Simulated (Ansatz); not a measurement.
Problem. Name a neutral molecule of C, F, N, Si and H with HOMO–LUMO gap (ωB97M-V/def2-TZVPP) between 12.20 and 12.50 eV and size of the dipole moment (PBE/def2-TZVPP) between 1.95 and 2.25 D (Ansatz, PBE0-D4/def2-TZVP geometry).

Solution. `FC(F)N[SiH3]` (12.27 eV, 2.24 D). Other molecules can fit too; these were computed, each in one conformer that needn't be the lowest.
